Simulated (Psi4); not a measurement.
Torsional profile of SMILES N#C[SiH2]OC. Scanned: dihedral C1–O2–Si3–C4; all other coordinates were relaxed at B3LYP-D3(BJ)/def2-SVP. Points at φ and −φ are mirror images.

Geometry of the scan point at 0° (Å):
```
10

C     -1.6246     0.2273    -0.0677
O     -0.6318    -0.7461     0.1844
Si     0.9739    -0.6301     0.5184
C      1.4406     1.1822     0.5378
N      1.6850     2.3171     0.5398
H     -1.2212     1.2537    -0.0273
H     -2.4282     0.1375     0.6812
H     -2.0590     0.0612    -1.0669
H      1.2909    -1.1787     1.8590
H      1.7953    -1.2832    -0.5291
```

Level of theory: DF-MP2 (frozen core)/cc-pVTZ // B3LYP-D3(BJ)/def2-SVP (Psi4 1.11).

Scanned values (°): -150, -120, -90, -60, -30, 0, 30, 60, 90, 120, 150, 180.

Problem. Describe the profile: where are the wells and the tops?

Solution. Lower than their neighbours: -60° (0.0 mEh), 60° (0.0 mEh), 180° (2.7 mEh). Higher than their neighbours: -150° (3.2 mEh), 0° (2.2 mEh), 150° (3.2 mEh). The whole profile spans 3.2 mEh.
